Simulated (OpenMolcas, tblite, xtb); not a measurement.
# How methods differ on InCl2F (SMILES [F][In]([Cl])[Cl])

InCl2F: 4 atoms, total charge 0, spin state singlet. SMILES: `[F][In]([Cl])[Cl]`. The coordinates come from a PBE0-D4/def2-TZVP relaxation.

Quantity: the HOMO–LUMO gap, in eV. The values are calculated.

```csv
level,kind,program,value (eV),CPU time
GFN2-xTB,semi-empirical,tblite,3.00,under 2 s
GFN0-xTB,semi-empirical,xtb,3.93,under 2 s
HF/def2-SVP (core potential),Hartree–Fock,OpenMolcas,13.49,8.1 s
SVWN5/def2-SVP (core potential),LDA,OpenMolcas,4.08,17 s
revPBE/def2-SVP (core potential),GGA,OpenMolcas,4.32,20 s
M06-L/def2-SVP (core potential),meta-GGA,OpenMolcas,4.79,27 s
TPSS/def2-SVP (core potential),meta-GGA,OpenMolcas,4.52,28 s
M06-2X/def2-SVP (core potential),hybrid meta-GGA,OpenMolcas,8.92,22 s
B2PLYP/def2-SVP (core potential),double hybrid,OpenMolcas,9.07,13 s
```

The values span 3.00 to 13.49 eV. Orbital gaps aren't excitation energies, and those of double hybrids come from the SCF part alone; they tend to grow with the share of exact exchange. CPU times are rough (shared hosts, several kinds of processor): they show what a rung costs within a factor of a few.
